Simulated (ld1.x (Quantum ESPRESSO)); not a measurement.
# Before and after: TM potential for gallium

| Quantity | Value |
| --- | --- |
| Element | gallium (Ga) |
| Generator | ld1.x (Quantum ESPRESSO) 7.5 |
| Type | norm-conserving Troullier–Martins (Kleinman–Bylander form) |
| Functional | LDA (PZ) |
| Relativity | scalar-relativistic |
| Frozen core | [Ar] 3d10 |
| Valence charge | 3 |
| Reference configuration | 4s2 4p1 |
| Partial waves | 4s (bound): rc 1.90 bohr; 4d channel at 0.05 Ry: rc 1.95 bohr; 4p (bound): rc 2.20 bohr |
| Local potential | the p channel |
| Core correction | none |

All-electron outer shells of the reference configuration (LDA (PZ), scalar-relativistic, ld1.x):

```
shell  level (eV)  outermost node (bohr)  outermost maximum (bohr)
   3p      -98.65                   0.24                      0.56
   3d      -19.40                      –                      0.53
   4s       -9.17                   0.81                      1.87
   4p       -2.74                   0.87                      2.53
```

Change: wave 4s (bound): rc 1.90 bohr becomes 4s (bound): rc 1.48 bohr.

Cutoffs: the cutoffs (Ry, on a coarse ladder) from which the occupation-weighted sum of valence levels, in a spherical-Bessel basis at the reference potential, stays within 10 and 1 mRy of its value at 400 Ry; they do not see the model core or the augmentation charge, which bear on the density cutoff. Errors are all-electron minus pseudo energies relative to the spin-unpolarised reference configuration.

Question: Predict the effect on cutoff, ghosts and configuration errors.

Answer: The potential gets harder (15 Ry and 35 Ry → 30 Ry and 70 Ry); both files keep a bound ghost (d, s); the errors of the 9 common tests hardly move. A smaller radius makes the pseudo-wave follow the all-electron one further in, where it bends more sharply, so more plane waves are needed.

```csv
quantity,base,changed
"cutoff, loose",15 Ry,30 Ry
"cutoff, tight",35 Ry,70 Ry
loose cutoff by channel (10 mRy a level),"s 12 Ry, p 6 Ry","s 25 Ry, p 6 Ry"
bound ghosts,"s, d","s, d"
"error for 4s2 4p0, meV [ΔE 5.89 eV]",+6.4,+6.4
"error for 4s1 4p0, meV [ΔE 27.39 eV]",+112,+112
"error for 4s2 4p0.5, meV [ΔE 2.12 eV]",+1.0,+1.0
"error for 4s1 4p2, meV [ΔE 6.61 eV]",+14,+14
"error for 4s2 4p1.3, meV [ΔE -0.58 eV]",+0.3,+0.3
"error for 4s0 4p3, meV [ΔE 13.54 eV]",+76,+76
"error for 4s1 4p1, meV [ΔE 13.34 eV]",+24,+23
"error for 4s2 4p1 (spin-polarised), meV [ΔE -0.13 eV]",+16,+16
"error for 4s1 4p0 (spin-polarised), meV [ΔE 27.08 eV]",+423,+421
s: phases at 2.39 bohr within 0.05 rad from the reference energy up to (Ry; the scan ends near 5),2.8,2.7
p: phases at 2.39 bohr within 0.05 rad from the reference energy up to (Ry; the scan ends near 5),3.9,3.9
d: phases at 2.39 bohr within 0.05 rad from the reference energy up to (Ry; the scan ends near 5),1.2,1.2
```

 A true bound ghost makes a file unfit for plane-wave use even where its test errors are small: the radial tests pick states by their node count and pass the ghost by.
